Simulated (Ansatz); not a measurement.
`[CH2]1[CH2][GeH2]1` → 2 C• + Ge• + 6 H•  (atomization)

Calculated with Ansatz (gas phase, PBE0-D4/def2-TZVP geometries, no zero-point term in ΔE). CCSD(T)/CBS is the MP2 limit (def2-TZVPP, def2-QZVPP) plus CCSD(T) − MP2 in def2-TZVPP, frozen cores. This one scheme is used for every species, atoms too. DFT in def2-TZVPP. B3LYP here is the variant with VWN-RPA as its local correlation; programs differ in this. No spin–orbit coupling; open shells (•) take unrestricted orbitals. Spin–orbit coupling would lower the free atoms: a little for C; clearly for Ge. Bonds to Ge are less sure, by a few kJ/mol each and by 10 to 20 or more in all where they break to atoms, as the def2 sets lack core-valence functions. Scalar relativity is left out up to krypton.

| level | ΔE (kJ/mol) | difference from CCSD(T)/CBS |
| --- | --- | --- |
| revPBE-D4 | 3040.2 | -39.9 |
| B3LYP-D4 | 3056.6 | -23.5 |
| r2SCANh-D4 | 3068.3 | -11.8 |
| r2SCAN0-D4 | 3050.6 | -29.5 |
| ωB97X-V | 3078.4 | -1.7 |
| B2PLYP | 3033.9 | -46.2 |
| PBE-QIDH | 3065.0 | -15.1 |
| PBE | 3093.5 | 13.4 |
| LC-ωPBE | 3058.7 | -21.4 |
| HF/CBS(def2) | 2252.3 | -827.8 |
| CCSD(T)/CBS | 3080.1 | 0 |

Largest T1 diagnostic among the species: 0.011.

In def2-TZVPP, CCSD(T) changes the Hartree–Fock value by +765.8 kJ/mol (the triples alone add +41.4 kJ/mol) and MP2 by +779.7 kJ/mol; breaking electron pairs costs correlation energy, which Hartree–Fock lacks. From BLYP to BHLYP (50 % exact exchange), in def2-TZVPP and without D4, ΔE moves by −28.7 kJ/mol: exact exchange takes away binding that semilocal exchange gives to molecules.

For atomizations the MP2-based limit and the directly extrapolated one differ by several kJ/mol either way, and by 10 to 25 for some Ge, Se and Sn compounds, so smaller differences from it don't rank the levels.
